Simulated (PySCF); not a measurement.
A geometry optimisation, step by step.

C6H8O.
Atom-mapped SMILES: `[CH2:1]=[CH:2]/[CH:3]=[CH:4]/[C:5]([CH3:6])=[O:7]` (hydrogens: H8, H9 on C1; H10 on C2; H11 on C3; H12 on C4; H13, H14, H15 on C6)

Computed by this run: PySCF, PBE0-D3(BJ)/def2-SVP geometry optimisation, gas phase; density fitting, grid level 1; the optimiser is geomeTRIC in internal coordinates, started from a GFN2-xTB structure. The frame can shift and turn from step to step; on so coarse a grid that alone can change the energy by a few meV, and forces under 0.02 eV/Å are noise.

Step 0: E = -8382.6912 eV, largest atomic force 0.621 eV/Å
```
atom  x, y, z in Å  |  force x, y, z in eV/Å
C1     -3.261   -0.062   -0.440   -0.123  -0.027   0.000
C2     -2.047   -0.523   -0.145    0.305   0.052  -0.003
C3     -0.842    0.215   -0.415   -0.071  -0.221   0.102
C4      0.397   -0.212   -0.122   -0.111   0.257  -0.135
C5      1.579    0.611   -0.414    0.384   0.013   0.024
C6      2.893   -0.011   -0.005   -0.244   0.448  -0.236
O7      1.509    1.703   -0.938   -0.025   0.073  -0.035
H8     -4.154   -0.624   -0.223   -0.475  -0.351   0.131
H9     -3.396    0.898   -0.909   -0.037   0.559  -0.266
H10    -1.928   -1.490    0.327   -0.009  -0.451   0.211
H11    -0.948    1.186   -0.883    0.066   0.468  -0.215
H12     0.563   -1.174    0.343   -0.016  -0.467   0.227
H13     3.028   -0.957   -0.524    0.068  -0.439  -0.161
H14     3.716    0.657   -0.245    0.271   0.238  -0.088
H15     2.886   -0.210    1.065    0.017  -0.152   0.443
```

Step 1: E = -8382.7369 eV, largest atomic force 0.133 eV/Å
```
atom  x, y, z in Å  |  force x, y, z in eV/Å
C1     -3.274   -0.172   -0.435   -0.069   0.043  -0.025
C2     -2.052   -0.632   -0.128   -0.003  -0.093   0.051
C3     -0.835    0.104   -0.384    0.005   0.108  -0.051
C4      0.405   -0.327   -0.082    0.044  -0.111   0.060
C5      1.599    0.504   -0.376   -0.069   0.082  -0.043
C6      2.930   -0.088    0.004    0.050  -0.072   0.043
O7      1.503    1.599   -0.890    0.030  -0.015   0.002
H8     -4.176   -0.751   -0.223    0.029   0.012  -0.010
H9     -3.406    0.807   -0.909    0.003  -0.031   0.017
H10    -1.948   -1.616    0.347   -0.004   0.035  -0.019
H11    -0.916    1.092   -0.857    0.010  -0.042   0.022
H12     0.555   -1.304    0.391   -0.014   0.035  -0.020
H13     3.081   -1.051   -0.515   -0.004   0.034   0.015
H14     3.741    0.604   -0.255   -0.015   0.007  -0.005
H15     2.954   -0.304    1.085    0.007   0.008  -0.037
```

Step 2: E = -8382.7372 eV, largest atomic force 0.071 eV/Å
```
atom  x, y, z in Å  |  force x, y, z in eV/Å
C1     -3.271   -0.163   -0.441   -0.009  -0.017   0.004
C2     -2.055   -0.635   -0.125   -0.002   0.018  -0.005
C3     -0.832    0.096   -0.374   -0.037  -0.048   0.024
C4      0.405   -0.342   -0.070   -0.012   0.064  -0.029
C5      1.591    0.498   -0.373    0.032  -0.012   0.005
C6      2.931   -0.083    0.000    0.018  -0.006   0.011
O7      1.486    1.590   -0.891    0.009  -0.020   0.007
H8     -4.178   -0.738   -0.241   -0.005   0.003  -0.001
H9     -3.392    0.818   -0.911    0.004  -0.003   0.001
H10    -1.961   -1.621    0.345   -0.002   0.004  -0.003
H11    -0.904    1.084   -0.845    0.006  -0.006   0.002
H12     0.557   -1.319    0.403   -0.001   0.014  -0.010
H13     3.086   -1.044   -0.516   -0.002   0.003  -0.003
H14     3.731    0.617   -0.269    0.000   0.003  -0.002
H15     2.967   -0.293    1.081    0.000   0.003  -0.002
```

Step 3: E = -8382.7375 eV, largest atomic force 0.039 eV/Å
```
atom  x, y, z in Å  |  force x, y, z in eV/Å
C1     -3.276   -0.168   -0.440    0.035  -0.014   0.006
C2     -2.057   -0.634   -0.125    0.006   0.031  -0.013
C3     -0.836    0.102   -0.374    0.015  -0.009   0.009
C4      0.404   -0.330   -0.073   -0.015   0.012  -0.007
C5      1.598    0.501   -0.374   -0.004   0.000  -0.004
C6      2.934   -0.088    0.002   -0.016   0.005   0.001
O7      1.504    1.593   -0.894   -0.016  -0.006   0.004
H8     -4.180   -0.749   -0.240   -0.011  -0.007   0.006
H9     -3.403    0.812   -0.908    0.000   0.013  -0.007
H10    -1.958   -1.619    0.344    0.003  -0.014   0.007
H11    -0.913    1.090   -0.845   -0.007   0.021  -0.013
H12     0.554   -1.307    0.399    0.009  -0.021   0.008
H13     3.085   -1.050   -0.513    0.002  -0.012  -0.009
H14     3.738    0.608   -0.267    0.000   0.002  -0.002
H15     2.968   -0.297    1.083   -0.001  -0.001   0.014
```

Step 4: E = -8382.7375 eV, largest atomic force under 0.02 eV/Å
```
atom  x, y, z in Å  |  force x, y, z in eV/Å
C1     -3.274   -0.170   -0.438   -0.005   0.005  -0.003
C2     -2.053   -0.631   -0.126   -0.013   0.002  -0.002
C3     -0.835    0.107   -0.379    0.003  -0.011   0.004
C4      0.403   -0.329   -0.076    0.013   0.004  -0.001
C5      1.597    0.502   -0.374   -0.007   0.001   0.000
C6      2.932   -0.090    0.004    0.005  -0.002   0.003
O7      1.503    1.595   -0.893    0.003   0.000  -0.001
H8     -4.176   -0.752   -0.234    0.003   0.000  -0.001
H9     -3.405    0.809   -0.909   -0.001  -0.001   0.001
H10    -1.950   -1.616    0.345    0.002   0.002   0.000
H11    -0.913    1.094   -0.850    0.001  -0.005   0.004
H12     0.552   -1.306    0.395   -0.002   0.002  -0.001
H13     3.082   -1.051   -0.513    0.000   0.003   0.000
H14     3.737    0.605   -0.262    0.000   0.000   0.000
H15     2.962   -0.301    1.085    0.000   0.002  -0.003
```

Question: Summarise the path.

Answer: The energy falls by 0.0463 eV from step 0 to step 4; nine tenths of that is first reached at step 1. It falls at every step. The largest force goes from 0.621 to under 0.02 eV/Å. Among the bonds C1–H9 changes most (a near tie, within 0.001 Å, with another), from 1.078 to 1.094 Å; the atoms move by 0.039 Å rms after alignment.

Question: Follow the three bonds and two angles with the largest change from start to end.

Answer: 
| step | E above end (eV) | largest force (eV/Å) | C1–H9 (Å) | C1–H8 (Å) | C4–H12 (Å) | C4–C5–C6 (°) | H13–C6–H15 (°) |
| --- | --- | --- | --- | --- | --- | --- | --- |
| 0 | 0.0463 | 0.621 | 1.078 | 1.077 | 1.081 | 114.5 | 108.1 |
| 1 | 0.0007 | 0.133 | 1.095 | 1.093 | 1.097 | 116.2 | 106.7 |
| 2 | 0.0003 | 0.071 | 1.094 | 1.092 | 1.096 | 116.2 | 106.8 |
| 3 | 0.0000 | 0.039 | 1.094 | 1.092 | 1.095 | 116.3 | 106.8 |
| 4 | 0.0000 | under 0.02 | 1.094 | 1.093 | 1.095 | 116.2 | 106.8 |

What follows is the cost of the whole optimisation. Time: 29 s wall; peak memory 0.63 GiB. Hardware: one thread of an Arm Neoverse V1, no GPU, on a shared host.
